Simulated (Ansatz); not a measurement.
`[CH3][SnH2][Cl]` + H₂ → `[Cl][SnH3]` + CH₄ at 400 K and 1 bar (hydrogenolysis of the Sn–C bond).

Isolated molecules relaxed with PBE0-D4/def2-TZVP in Ansatz; ΔE leaves out vibrations. CBS: MP2 limit from def2 TZ/QZ plus the TZ coupled-cluster correction, frozen cores. This one scheme is used for every species. Elements past krypton have def2 core potentials. For Sn outer-core shells are correlated without core-valence functions, which leaves a few kJ/mol of doubt a bond.

```tsv
species	CCSD(T)/CBS energy (Eh)	H − E (kJ/mol)	S (J/(mol·K))
`[CH3][SnH2][Cl]`	-714.90153	161.1	358.4
H₂	-1.17544	38.0	139.0
`[Cl][SnH3]`	-675.62576	75.7	295.2
CH₄	-40.46206	131.3	197.2
```

H − E and S are ideal-gas, rigid-rotor, harmonic terms from PBE0-D4/def2-TZVP. The MP2-based limit puts H₂ 0.8 mEh under its directly extrapolated value; such offsets cancel only in part. 1 Eh = 2625.50 kJ/mol, R = 8.31446 J/(mol·K).

Question: By hand: ΔE, ΔH, ΔS and ΔG.

Answer: ΔE = (-675.62576) + (-40.46206) − (-714.90153) − (-1.17544) = -0.01085 Eh = -28.5 kJ/mol. Δ(H − E) = 75.7 + 131.3 − 161.1 − 38.0 = 7.9, so ΔH = -20.6 kJ/mol. ΔS = 295.2 + 197.2 − 358.4 − 139.0 = -5.0 J/(mol·K). ΔG = -20.6 − 400 × (-5.0)/1000 = -18.6 kJ/mol.

Question: By hand: the equilibrium constant, and the temperature at which ΔG would vanish if ΔH and ΔS stayed fixed.

Answer: log₁₀ K = −ΔG/(RT ln 10) = 2.4. ΔG = 0 at ΔH/ΔS = 4120 K, far beyond where these terms or the molecules hold.

The number of gas molecules stays the same, so ΔS is small and ΔH decides. A doubt of 5 kJ/mol in ΔE shifts log₁₀ K by 0.7 here. These are equilibria of isolated gas molecules and say nothing of rates. Largest T1 diagnostic: 0.012 (customary marks: 0.02 for closed shells, 0.045 for open ones).
